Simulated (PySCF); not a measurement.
**Mayer bond orders and bond lengths**

Compound: C₅H₇FOSi.
Numbering: `[F:1][CH2:2][Si@H:3]1[CH:4]=[CH:5][CH:6]=[CH:7][O:8]1` (hydrogens: H9, H10 on C2; H11 on Si3; H12 on C4; H13 on C5; H14 on C6; H15 on C7)

Geometry (GFN2-xTB, Å), atoms numbered from 1 in this order:
```xyz
15
C5H7FOSi angstrom
F      3.3594   -0.5824   -0.4090
C      2.4182    0.3886   -0.1255
Si     0.6950   -0.1792   -0.7438
C     -0.2382   -1.3275    0.3951
C     -1.4693   -0.9651    0.7949
C     -2.1021    0.2762    0.4296
C     -1.4933    1.2424   -0.2690
O     -0.2445    1.1794   -0.7419
H      2.7570    1.2971   -0.6294
H      2.4689    0.5547    0.9541
H      0.8141   -0.6282   -2.1355
H      0.1652   -2.2692    0.7360
H     -2.0465   -1.6120    1.4451
H     -3.1106    0.4480    0.7700
H     -1.9777    2.1852   -0.4925
```

Bond orders from the PBE0/pcSseg-1 density (PySCF). Geometry: GFN2-xTB, one conformer, isolated molecule.

Q: How far do the computed orders between heavy atoms stray from the drawn ones?

A: The largest departure is 0.248, at C6–C7 (drawn double, 1.752). Drawn single, order above 1.12: C5–C6 (1.146). Drawn single, order below 0.88: F1–C2 (0.834).

Q: Set the Mayer orders of the bonds beside their lengths.

A: 
| bond | drawn as | length (Å) | Mayer order |
| --- | --- | --- | --- |
| F1–C2 | single | 1.382 | 0.834 |
| C2–Si3 | single | 1.917 | 0.883 |
| Si3–C4 | single | 1.867 | 0.937 |
| C4–C5 | double | 1.344 | 1.822 |
| C5–C6 | single | 1.440 | 1.146 |
| C6–C7 | double | 1.339 | 1.752 |
| C7–O8 | single | 1.337 | 1.029 |
| O8–Si3 | single | 1.652 | 0.884 |
| C2–H9 | single | 1.093 | 0.947 |
| C2–H10 | single | 1.094 | 0.946 |
| Si3–H11 | single | 1.467 | 0.926 |
| C4–H12 | single | 1.080 | 0.934 |
| C5–H13 | single | 1.084 | 0.962 |
| C6–H14 | single | 1.078 | 0.953 |
| C7–H15 | single | 1.083 | 0.969 |

By pair of heavy elements: C–Si: lowest C2–Si3 (0.883, 1.917 Å), highest Si3–C4 (0.937, 1.867 Å). C–C: lowest C5–C6 (1.146, 1.440 Å), highest C4–C5 (1.822, 1.344 Å); in 1 of the 3 pairs the longer bond (by over 0.003 Å) has the higher order (by 0.02 or more).

Q: Sum the orders of all bonds at each heavy atom with more than one neighbour and set the sums beside the valence in the SMILES.

A: C2 3.610 (drawn 4), Si3 3.630 (drawn 4), C4 3.693 (drawn 4), C5 3.930 (drawn 4), C6 3.851 (drawn 4), C7 3.750 (drawn 4), O8 1.913 (drawn 2). Orders between atoms that aren't bonded are not in these sums.

For a closed shell the Mayer order of atoms A and B is Σ (PS)μν (PS)νμ over the basis functions μ on A and ν on B, with P the density and S the overlap matrix.

The run behind these numbers computed NMR shieldings as well. Hardware: one thread of an Intel Xeon at 2.50 GHz, shared host. Cost: 74 s of wall time, 0.87 GiB resident at most.
